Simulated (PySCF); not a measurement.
Record of a relaxation.

Species: C2H9NSi.
Bonds: C1–N2, N2–Si3, Si3–C4. Hydrogens: H5, H6, H7 on C1; H8 on N2; H9, H10 on Si3; H11, H12, H13 on C4.

Computed by this run: PBE0-D3(BJ)/def2-SVP geometry optimisation, gas phase in PySCF; density fitting, grid level 1; the optimiser is geomeTRIC in internal coordinates, started from a GFN2-xTB structure with every atom displaced at random (about 0.01 Å). The frame can shift and turn from step to step; on so coarse a grid that alone can change the energy by a few meV, and forces under 0.02 eV/Å are noise.

Step 0: E = -11576.1114 eV, largest atomic force 1.962 eV/Å
```
atom  x, y, z in Å  |  force x, y, z in eV/Å
C1      1.746    0.400    0.260   -1.708   0.614  -0.746
N2      0.880   -0.754    0.294    0.624  -0.140   0.021
Si3    -0.688   -0.865   -0.449    0.690   0.769   1.014
C4     -1.639    0.663    0.071   -1.145  -0.609   0.071
H5      1.099    1.302    0.361    0.437  -0.154   0.037
H6      2.440    0.404    1.075    0.738  -0.007   0.840
H7      2.292    0.517   -0.684    0.326   0.066  -0.262
H8      1.457   -1.586    0.295   -0.245  -0.369   0.039
H9     -1.217   -2.100    0.127   -0.466  -0.534   0.028
H10    -0.673   -0.929   -1.906   -0.126  -0.122  -0.870
H11    -1.584    0.857    1.147    0.262  -0.001   0.218
H12    -2.720    0.512   -0.131    0.192  -0.073  -0.046
H13    -1.387    1.563   -0.470    0.420   0.561  -0.345
```

Step 1: E = -11576.2379 eV, largest atomic force 0.423 eV/Å
```
atom  x, y, z in Å  |  force x, y, z in eV/Å
C1      1.772    0.669    0.408    0.353   0.009   0.225
N2      0.994   -0.539    0.476   -0.204  -0.036  -0.001
Si3    -0.583   -0.740   -0.220   -0.228  -0.158  -0.318
C4     -1.753    0.651    0.230    0.183   0.311   0.111
H5      1.119    1.550    0.494   -0.046   0.032   0.001
H6      2.490    0.726    1.257   -0.193   0.024  -0.232
H7      2.361    0.790   -0.525   -0.036  -0.012   0.014
H8      1.553   -1.382    0.548    0.029  -0.001   0.034
H9     -1.155   -2.031    0.280    0.160  -0.034   0.061
H10    -0.600   -0.845   -1.731    0.058   0.031   0.118
H11    -1.747    0.845    1.315    0.002   0.001  -0.041
H12    -2.777    0.384   -0.061   -0.087  -0.089  -0.054
H13    -1.505    1.591   -0.294    0.010  -0.078   0.082
```

Step 2: E = -11576.2525 eV, largest atomic force 0.131 eV/Å
```
atom  x, y, z in Å  |  force x, y, z in eV/Å
C1      1.752    0.669    0.406    0.062   0.010   0.016
N2      0.976   -0.543    0.477    0.016   0.008   0.047
Si3    -0.592   -0.750   -0.234   -0.074  -0.052  -0.095
C4     -1.734    0.660    0.238   -0.012   0.040   0.014
H5      1.089    1.546    0.472   -0.002   0.000  -0.009
H6      2.456    0.747    1.253   -0.034  -0.009  -0.025
H7      2.345    0.782   -0.525   -0.009   0.003  -0.005
H8      1.540   -1.382    0.562    0.011   0.010   0.027
H9     -1.121   -2.056    0.273    0.037  -0.001   0.017
H10    -0.587   -0.849   -1.739   -0.015   0.027   0.021
H11    -1.720    0.843    1.323    0.006  -0.028  -0.007
H12    -2.764    0.404   -0.055   -0.004   0.014  -0.006
H13    -1.472    1.599   -0.275    0.017  -0.021   0.004
```

Step 3: E = -11576.2547 eV, largest atomic force 0.052 eV/Å
```
atom  x, y, z in Å  |  force x, y, z in eV/Å
C1      1.748    0.671    0.402   -0.013   0.002  -0.038
N2      0.970   -0.541    0.481    0.014   0.010   0.010
Si3    -0.594   -0.754   -0.239    0.008  -0.010  -0.002
C4     -1.731    0.658    0.241   -0.043  -0.028  -0.001
H5      1.084    1.549    0.450    0.004  -0.001  -0.004
H6      2.442    0.759    1.254    0.014  -0.001   0.022
H7      2.348    0.772   -0.525    0.001   0.002  -0.002
H8      1.537   -1.376    0.582   -0.008   0.001   0.019
H9     -1.108   -2.065    0.267    0.009   0.000   0.003
H10    -0.588   -0.841   -1.744   -0.009   0.012  -0.008
H11    -1.716    0.828    1.328    0.001  -0.015   0.006
H12    -2.764    0.412   -0.056    0.009   0.025  -0.001
H13    -1.459    1.598   -0.262    0.014   0.004  -0.004
```

Step 4: E = -11576.2563 eV, largest atomic force 0.069 eV/Å
```
atom  x, y, z in Å  |  force x, y, z in eV/Å
C1      1.748    0.675    0.394   -0.037  -0.013  -0.047
N2      0.965   -0.534    0.490    0.011   0.023  -0.021
Si3    -0.594   -0.755   -0.243    0.043   0.020   0.050
C4     -1.736    0.651    0.246   -0.034  -0.056  -0.007
H5      1.086    1.555    0.416    0.003  -0.002   0.002
H6      2.432    0.777    1.252    0.025   0.006   0.027
H7      2.357    0.754   -0.529    0.005  -0.001   0.002
H8      1.530   -1.367    0.611   -0.019  -0.008   0.012
H9     -1.094   -2.074    0.257   -0.008  -0.002  -0.006
H10    -0.582   -0.828   -1.748   -0.002   0.000  -0.016
H11    -1.725    0.801    1.336   -0.004   0.000   0.007
H12    -2.768    0.420   -0.062    0.008   0.017  -0.005
H13    -1.450    1.595   -0.241    0.008   0.016   0.001
```

Step 5: E = -11576.2579 eV, largest atomic force 0.089 eV/Å
```
atom  x, y, z in Å  |  force x, y, z in eV/Å
C1      1.753    0.679    0.381   -0.036  -0.021  -0.033
N2      0.960   -0.521    0.504    0.011   0.025  -0.043
Si3    -0.591   -0.752   -0.245    0.044   0.035   0.069
C4     -1.749    0.637    0.253   -0.007  -0.055  -0.007
H5      1.098    1.565    0.364    0.000   0.001   0.006
H6      2.424    0.804    1.246    0.020   0.010   0.016
H7      2.376    0.724   -0.535    0.006  -0.002   0.004
H8      1.518   -1.353    0.657   -0.023  -0.013   0.007
H9     -1.074   -2.082    0.241   -0.015  -0.004  -0.010
H10    -0.566   -0.805   -1.750    0.005  -0.009  -0.014
H11    -1.753    0.760    1.346   -0.012   0.012   0.005
H12    -2.777    0.423   -0.079    0.006   0.000  -0.011
H13    -1.448    1.592   -0.205    0.000   0.019   0.010
```

Step 6: E = -11576.2595 eV, largest atomic force 0.065 eV/Å
```
atom  x, y, z in Å  |  force x, y, z in eV/Å
C1      1.764    0.684    0.363   -0.017  -0.019  -0.004
N2      0.955   -0.500    0.524    0.012   0.016  -0.050
Si3    -0.585   -0.745   -0.243    0.021   0.032   0.053
C4     -1.772    0.618    0.262    0.025  -0.025   0.001
H5      1.120    1.576    0.297   -0.003   0.003   0.004
H6      2.423    0.840    1.233    0.006   0.008  -0.001
H7      2.403    0.683   -0.543    0.003  -0.001   0.003
H8      1.500   -1.333    0.716   -0.017  -0.010   0.004
H9     -1.050   -2.088    0.221   -0.013  -0.003  -0.006
H10    -0.540   -0.773   -1.748    0.007  -0.011  -0.005
H11    -1.805    0.704    1.359   -0.018   0.015   0.000
H12    -2.789    0.416   -0.107    0.001  -0.017  -0.015
H13    -1.457    1.588   -0.153   -0.007   0.013   0.016
```

Step 7: E = -11576.2606 eV, largest atomic force 0.038 eV/Å
```
atom  x, y, z in Å  |  force x, y, z in eV/Å
C1      1.777    0.689    0.348    0.001  -0.005   0.017
N2      0.955   -0.482    0.538    0.009  -0.004  -0.037
Si3    -0.578   -0.735   -0.238   -0.003   0.015   0.017
C4     -1.792    0.602    0.269    0.034   0.011   0.009
H5      1.143    1.584    0.245   -0.003   0.002   0.001
H6      2.429    0.868    1.220   -0.005   0.002  -0.010
H7      2.426    0.650   -0.550   -0.001   0.001   0.001
H8      1.487   -1.316    0.761   -0.004  -0.001   0.004
H9     -1.031   -2.089    0.208   -0.004   0.000   0.001
H10    -0.516   -0.747   -1.743    0.002  -0.007   0.003
H11    -1.860    0.659    1.366   -0.017   0.006  -0.003
H12    -2.796    0.402   -0.137   -0.001  -0.020  -0.015
H13    -1.474    1.587   -0.108   -0.008   0.002   0.012
```

Step 8: E = -11576.2611 eV, largest atomic force 0.032 eV/Å
```
atom  x, y, z in Å  |  force x, y, z in eV/Å
C1      1.785    0.691    0.341    0.007   0.006   0.018
N2      0.958   -0.474    0.542    0.004  -0.016  -0.018
Si3    -0.574   -0.730   -0.233   -0.010   0.000  -0.006
C4     -1.802    0.594    0.272    0.019   0.025   0.009
H5      1.154    1.587    0.226   -0.001   0.001  -0.002
H6      2.434    0.879    1.213   -0.007  -0.001  -0.008
H7      2.436    0.640   -0.554   -0.002   0.001  -0.001
H8      1.485   -1.308    0.777    0.004   0.005   0.005
H9     -1.025   -2.087    0.206    0.004   0.001   0.007
H10    -0.505   -0.737   -1.738   -0.004  -0.002   0.004
H11    -1.893    0.640    1.368   -0.010  -0.004  -0.004
H12    -2.796    0.389   -0.156    0.000  -0.011  -0.009
H13    -1.488    1.587   -0.087   -0.004  -0.004   0.005
```

Step 9: E = -11576.2613 eV, largest atomic force under 0.02 eV/Å
```
atom  x, y, z in Å  |  force x, y, z in eV/Å
C1      1.787    0.693    0.339    0.004   0.008   0.011
N2      0.962   -0.472    0.541    0.000  -0.013  -0.009
Si3    -0.572   -0.729   -0.230   -0.006  -0.005  -0.009
C4     -1.805    0.591    0.273    0.004   0.016   0.004
H5      1.155    1.588    0.223    0.000   0.000  -0.002
H6      2.436    0.883    1.211   -0.003  -0.001  -0.002
H7      2.439    0.642   -0.556   -0.001   0.001  -0.001
H8      1.487   -1.305    0.780    0.005   0.006   0.004
H9     -1.022   -2.086    0.209    0.005   0.002   0.007
H10    -0.504   -0.737   -1.735   -0.006  -0.001   0.002
H11    -1.907    0.633    1.368   -0.004  -0.007  -0.002
H12    -2.793    0.381   -0.165    0.001  -0.001  -0.004
H13    -1.494    1.587   -0.081    0.001  -0.004   0.001
```

Q: Summarise the path.

A: The energy falls by 14.47 kJ/mol from step 0 to step 9; nine tenths of that is first reached at step 2. It falls at every step. The largest force goes from 1.962 to under 0.02 eV/Å. Among the bonds Si3–H10 changes most, from 1.459 to 1.507 Å; the atoms move by 0.217 Å rms after alignment.

What follows is the cost of the whole optimisation. Hardware: an Arm Neoverse N1 with one thread, shared host with 64 logical CPUs at a one-minute load of 59. Cost: 59 s of wall time, 0.43 GiB resident at most.
